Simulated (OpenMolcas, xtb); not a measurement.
# CH6ClSi2 (SMILES C[Si]([SiH3])Cl): the energy, rung by rung

CH6ClSi2: 10 atoms, total charge 0, spin state doublet. As SMILES, `C[Si]([SiH3])Cl`. Geometry: relaxed at PBE0-D4/def2-TZVP.

```csv
atom,x (Å),y (Å),z (Å)
C,-0.8176,1.3759,-0.7590
Si,-0.3934,-0.4474,-0.7454
Si,1.2535,-1.0739,0.7914
Cl,-2.1231,-1.5126,-0.3300
H,0.0787,1.9662,-0.9650
H,-1.2235,1.6808,0.2097
H,-1.5616,1.5921,-1.5283
H,1.4905,-2.5356,0.6764
H,0.8714,-0.7509,2.1951
H,2.5082,-0.3458,0.4578
```

Quantity: the energy change with the C1–H6 bond stretched from 1.094 to 1.641 Å, in eV. The values are calculated.

| level | kind | program | value (eV) |
| --- | --- | --- | --- |
| GFN1-xTB | semi-empirical | xtb | 1.80 |
| UHF/def2-SVP | Hartree–Fock | OpenMolcas | 2.18 |
| USVWN5/def2-SVP | LDA | OpenMolcas | 1.79 |
| U-revPBE/def2-SVP | GGA | OpenMolcas | 1.77 |
| UPBE/def2-SVP | GGA | OpenMolcas | 1.79 |
| UM06-L/def2-SVP | meta-GGA | OpenMolcas | 1.97 |
| UPBE0/def2-SVP | global hybrid | OpenMolcas | 1.97 |

The first shape isn't each level's own minimum. The values span 1.77 to 2.18 eV. Spin contamination of the reference (⟨S²⟩ at least 0.1 too high) touches UHF/def2-SVP.
